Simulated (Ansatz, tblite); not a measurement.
Removing and adding an electron: Ba4S4 (the lowest singlet isomer of a short search). The state is a singlet with charge 0. Geometry: r2SCAN-D4/def2-SVP. Ansatz, gas phase; energy differences of separate SCF runs; the oxidised species was run as a doublet alone; the reduced species was run as a doublet alone.

Cartesian coordinates in Å:
```
Ba 1.901 -1.666 -0.559
Ba 0.044 0.542 2.531
Ba 0.337 2.180 -1.356
Ba -2.282 -1.057 -0.616
S 2.232 1.033 0.603
S -1.860 1.630 0.547
S -0.329 -2.133 1.326
S -0.043 -0.530 -2.476
```

In the def2 sets Ba takes a core potential; there is no spin–orbit coupling. The xTB rows come from tblite. HOMO above LUMO, or a gap near zero within one spin, warns that the state may not be the lowest or that an electron is smeared out. The structure comes from a short search, and lower isomers may exist.

| level | −HOMO (eV) | vertical IE (eV) | −LUMO (eV) | vertical EA (eV) | HOMO–LUMO gap (eV) | IE − EA (eV) | remarks |
| --- | --- | --- | --- | --- | --- | --- | --- |
| GFN1-xTB | 10.65 | 11.67 | 8.93 | 8.31 | 1.71 | 3.37 | – |
| r2SCAN-D4/def2-TZVP | 4.29 | 6.16 | 0.79 | 0.22 | 3.50 | 5.95 | HOMO above zero (-1 doublet), gap within one spin near zero (+1 doublet) |
| PBE0-D4/def2-TZVP | 5.10 | 6.40 | 0.81 | 0.23 | 4.28 | 6.17 | HOMO above zero (-1 doublet) |

(1) Estimate the rows for GFN2-xTB, PBE-D4/def2-TZVP.

Answers

(1) 
```csv
level,−HOMO (eV),vertical IE (eV),−LUMO (eV),vertical EA (eV),HOMO–LUMO gap (eV),IE − EA (eV),remarks
GFN2-xTB,9.09,11.10,8.05,6.14,1.04,4.96,–
PBE-D4/def2-TZVP,4.18,6.09,1.31,0.37,2.86,5.71,"HOMO above zero (-1 doublet), gap within one spin near zero (+1 doublet)"
```

   A HOMO above zero means that the electron is unbound at that level or that self-interaction error raises the level; the energy of removing that electron tells which. Raw xTB energy differences between charge states are shifted by several eV; the methods need an empirical correction for them. Sets without diffuse functions give affinities that are too small.
